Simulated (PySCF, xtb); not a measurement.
InF₂, SMILES [F][In+][F], charge +1.

Harmonic wavenumbers (cm⁻¹) from GFN2-xTB in xtb at its own minimum, in rising order: 73, 73, 259, 320.

What does PBE0-D3(BJ)/def2-TZVP in PySCF 2.14.0 give at its own minimum? (An estimate is asked for; the answer gives what the named calculation found.)

146, 146, 659, 784. Paired by order, the mean absolute difference is 252 cm⁻¹ and the zero-point energies are 1.0 and 2.5 kcal/mol.
